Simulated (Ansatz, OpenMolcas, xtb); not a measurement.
## CH7FSi2 (SMILES F[SiH2]C[SiH3]): the vertical ionisation energy, rung by rung

CH7FSi2 has 11 atoms, charge 0, and is taken as a singlet. SMILES: `F[SiH2]C[SiH3]`. Geometry: relaxed at PBE0-D4/def2-TZVP. This is one conformer, not always the lowest.

```xyz
11

F    -1.6291    1.6674    0.2020
Si   -0.0692    1.4984    0.5344
C     0.3492   -0.3059    0.6055
Si   -0.1572   -1.3069   -0.8997
H     0.6940    2.1729   -0.5450
H     0.1757    2.1775    1.8314
H     1.4371   -0.3852    0.7226
H    -0.1013   -0.7511    1.4989
H    -1.6364   -1.3884   -0.9957
H     0.3699   -0.6657   -2.1341
H     0.3926   -2.6860   -0.8122
```

Each level gives the vertical ionisation energy (to the doublet cation) (eV). The values are calculated.

```tsv
level	kind	program	value (eV)	CPU time (all runs)
GFN1-xTB	semi-empirical	xtb	14.59	under 2 s
SVWN5/6-31G* (spherical functions)	LDA	OpenMolcas	10.44	70 s
revPBE/6-31G* (spherical functions)	GGA	OpenMolcas	10.36	2.5 min
TPSS/6-31G* (spherical functions)	meta-GGA	OpenMolcas	10.51	2.2 min
B3LYP/6-31G* (Cartesian functions)	global hybrid	OpenMolcas	10.78	99 s
wB97M-V/6-31G* (spherical functions)	range-separated hybrid	Ansatz	11.04	6.8 min
B2PLYP/6-31G* (spherical functions)	double hybrid	Ansatz	10.86	48 s
MP2/6-31G* (spherical functions)	perturbation theory	Ansatz	11.02	10 s
BCCD(T)/6-31G* (spherical functions)	coupled cluster or CI	Ansatz	10.80	1.8 min
```

The values span 10.36 to 14.59 eV. The xTB values lack the empirical shift that such differences need. Times are those of the runs behind each value, whatever else they computed, on shared processors of several kinds: orders of magnitude only.
